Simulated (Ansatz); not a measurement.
`CSB[TeH]` and `CSB[SiH3]` differ in one atom or group.

Ansatz, PBE0-D4/def2-TZVP geometries, multiplicity 1. Each molecule was computed in one conformer, which needn't be the lowest.

Elements past krypton have def2 core potentials.

```json
{"property": "HOMO–LUMO gap (ωB97M-V/def2-TZVPP) / eV", "`CSB[TeH]`": "9.17"}
{"property": "LUMO energy (ωB97M-V/def2-TZVPP) / eV", "`CSB[TeH]`": "0.71"}
{"property": "LUMO energy (PBE0/def2-TZVPP) / eV", "`CSB[TeH]`": "-1.16"}
{"property": "size of the dipole moment (PBE/def2-TZVPP) / D", "`CSB[TeH]`": "1.60"}
{"property": "size of the dipole moment (ωB97M-V/def2-TZVPP) / D", "`CSB[TeH]`": "1.83"}
{"property": "HOMO–LUMO gap (B3LYP/def2-TZVPP) / eV", "`CSB[TeH]`": "4.94"}
```

Question: What does the change do to each property? (Best estimate.)

Answer: Ansatz gave: 
```json
{"property": "HOMO–LUMO gap (ωB97M-V/def2-TZVPP) / eV", "`CSB[SiH3]`": "10.56", "shift": "1.39"}
{"property": "LUMO energy (ωB97M-V/def2-TZVPP) / eV", "`CSB[SiH3]`": "0.41", "shift": "-0.30"}
{"property": "LUMO energy (PBE0/def2-TZVPP) / eV", "`CSB[SiH3]`": "-1.54", "shift": "-0.38"}
{"property": "size of the dipole moment (PBE/def2-TZVPP) / D", "`CSB[SiH3]`": "2.44", "shift": "0.84"}
{"property": "size of the dipole moment (ωB97M-V/def2-TZVPP) / D", "`CSB[SiH3]`": "2.37", "shift": "0.54"}
{"property": "HOMO–LUMO gap (B3LYP/def2-TZVPP) / eV", "`CSB[SiH3]`": "6.05", "shift": "1.11"}
```

With PBE0 the HOMO falls by 1.53 eV and the LUMO falls by 0.38 eV, so the gap widens by about 1.15 eV. PBE moves the HOMO by -1.40 eV and ωB97M-V by -1.69 eV. The zero-point energy changes by 45.4 kJ/mol with +6 modes. Dipoles are sizes alone; their direction can turn.

B3LYP here is the variant with VWN-RPA as its local correlation; programs differ in this.

Spin–orbit coupling is left out; it splits and shifts lone-pair levels of the heavy atoms by tenths of an eV.
